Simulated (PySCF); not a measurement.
Electron correlation in Ne²⁺ (neon, charge +2)

[He] 2s2 2p4, high-spin 3P determinant. Calculation: PySCF 2.14, in aug-cc-pCVTZ-DK (7s6p4d2f, 59 functions); the spin-free X2C one-electron Hamiltonian (Gaussian nucleus). Frozen: nothing; 8 electrons correlated.

```csv
level,correlation energy (mhartree)
CCSD,-222.65
(T),-1.85
CCSD(T),-224.50
```

Diagnostics: T1 = 0.0024, D1 = 0.0065, largest double amplitude 0.021.

Cost of the coupled-cluster step: about 6 core-seconds, for 8 correlated electrons.

Iterations:

```
CC2 = 0
CCSD nocc = (np.int64(5), np.int64(3)), nmo = (59, 59)
frozen orbitals [[], []]
max_cycle = 100
direct = 0
conv_tol = 1e-08
conv_tol_normt = 1e-06
diis_space = 8
diis_start_cycle = 0
Init t2, MP2 energy = -0.20787118733845
Init E_corr(UCCSD) = -0.207871187353934
cycle = 1  E_corr(UCCSD) = -0.220157416120812  dE = -0.0122862288  norm(t1,t2) = 0.0164671
cycle = 2  E_corr(UCCSD) = -0.2220426663785  dE = -0.00188525026  norm(t1,t2) = 0.00483085
cycle = 3  E_corr(UCCSD) = -0.22268074611205  dE = -0.000638079734  norm(t1,t2) = 0.00182709
cycle = 4  E_corr(UCCSD) = -0.222647187691347  dE = 3.35584207e-05  norm(t1,t2) = 0.000333686
cycle = 5  E_corr(UCCSD) = -0.222652328156141  dE = -5.14046479e-06  norm(t1,t2) = 5.54585e-05
cycle = 6  E_corr(UCCSD) = -0.222653001560702  dE = -6.73404562e-07  norm(t1,t2) = 9.96118e-06
cycle = 7  E_corr(UCCSD) = -0.222652754919974  dE = 2.46640729e-07  norm(t1,t2) = 2.25639e-06
cycle = 8  E_corr(UCCSD) = -0.222652754663531  dE = 2.56443256e-10  norm(t1,t2) = 3.97293e-07
UCCSD converged
E(UCCSD) = -126.728087063327  E_corr = -0.2226527546635306
UCCSD(T) correction = -0.00185110125667142
```
